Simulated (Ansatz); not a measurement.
Compare A (`C[Si](C)(O)[SiH3]`) with its isomer B (`CO[SiH2]C[SiH3]`).

Isolated molecules relaxed with PBE0-D4/def2-TZVP in Ansatz; ΔE leaves out vibrations. CBS: MP2 limit from def2 TZ/QZ plus the TZ coupled-cluster correction, frozen cores. Functionals use def2-TZVPP. One conformer a species, not always the lowest.

(1) Which is lower in electronic energy at CCSD(T)/CBS, and by how much? (An estimate is asked.)

(2) Give E(B) − E(A) in kJ/mol with B2PLYP, r2SCAN-D4, PBE0-D4, CCSD(T)/def2-TZVPP, PBE-D4, CCSD/def2-TZVPP, MP2/def2-TZVPP. (Best estimate.)

Largest T1 diagnostic: 0.011.

## Answers

(1) Computed: A, by 93.1 kJ/mol.

(2) The calculation gave: B2PLYP 87.5, r2SCAN-D4 99.8, PBE0-D4 102.1, CCSD(T)/def2-TZVPP 89.6, PBE-D4 105.9, CCSD/def2-TZVPP 87.0, MP2/def2-TZVPP 90.2. None reverses the order clearly.

The D4 term adds +3.4 kJ/mol with B3LYP and +2.2 kJ/mol with PBE0; it sums over pairs of atoms, weighted by their polarisabilities, and B3LYP, whose exchange is more repulsive, gets the larger term. From PBE to PBE0 (25 % exact exchange), in def2-TZVPP and without D4, E(B) − E(A) moves by −3.9 kJ/mol.

B3LYP here is the variant with VWN-RPA as its local correlation; programs differ in this.
